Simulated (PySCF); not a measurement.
## `C[C@@]1(C#N)C[C@@H]1[Se-]`, [C5H6NSe]-, charge -1

Molfile (atoms numbered from 1):
```
C5H6NSe
     RDKit          3D

 13 13  0  0  0  0  0  0  0  0999 V2000
    1.3504    0.6397    0.3521 C   0  0  0  0  0  0  0  0  0  0  0  0
   -0.0481    0.2702   -0.1109 C   0  0  1  0  0  0  0  0  0  0  0  0
   -0.7024    1.3431   -0.7666 C   0  0  0  0  0  0  0  0  0  0  0  0
   -1.1508    2.2387   -1.3267 N   0  0  0  0  0  0  0  0  0  0  0  0
   -0.2924   -1.1228   -0.6541 C   0  0  0  0  0  0  0  0  0  0  0  0
   -0.8239   -0.7591    0.6873 C   0  0  2  0  0  0  0  0  0  0  0  0
   -2.7024   -0.6598    1.0393 Se  0  0  0  0  0  1  0  0  0  0  0  0
    1.3101    1.4693    1.0583 H   0  0  0  0  0  0  0  0  0  0  0  0
    1.9706    0.9384   -0.4959 H   0  0  0  0  0  0  0  0  0  0  0  0
    1.8183   -0.2114    0.8445 H   0  0  0  0  0  0  0  0  0  0  0  0
    0.5587   -1.7889   -0.7328 H   0  0  0  0  0  0  0  0  0  0  0  0
   -1.0051   -1.2131   -1.4617 H   0  0  0  0  0  0  0  0  0  0  0  0
   -0.2875   -1.1439    1.5496 H   0  0  0  0  0  0  0  0  0  0  0  0
  1  2  1  0
  2  3  1  6
  3  4  3  0
  2  5  1  0
  5  6  1  0
  6  7  1  0
  6  2  1  0
  1  8  1  0
  1  9  1  0
  1 10  1  0
  5 11  1  0
  5 12  1  0
  6 13  1  1
M  CHG  1   7  -1
M  END
```

Method used: TDDFT B3LYP/aug-cc-pVDZ circular dichroism and optical rotation, one conformer, gas phase (PySCF). Geometry: GFN2-xTB.

The calculation is non-relativistic, which matters for the atoms heavier than Zn. For a gas-phase anion, states above the detachment energy (about 0.3 eV, taken as minus the energy of the highest occupied orbital) lie in the continuum and depend on the basis. Singlets 10 and 11 lie within 0.01 eV of each other, so their separate moments and overlaps can depend on how they mix.

Problem. Draw the ECD and absorption spectra from the lowest 12 states, each a Gaussian of half-width 0.35 eV at 1/e height.

Solution. 
```tsv
E (eV)	λ (nm)	Δε (L mol⁻¹ cm⁻¹)	ε (L mol⁻¹ cm⁻¹)
1.52	816	-0.16	103
1.67	742	-0.44	303
1.82	681	-0.86	628
1.97	629	-1.09	948
2.12	585	-0.79	1150
2.27	546	+0.04	1350
2.42	512	+0.74	1850
2.57	482	+0.26	2770
2.72	456	-1.67	3890
2.87	432	-3.60	4620
3.02	411	-3.79	4510
3.17	391	-2.39	3740
```
Δε uses R in velocity form, ε uses f in length form. Only the states computed contribute, so the short-wavelength end is incomplete.
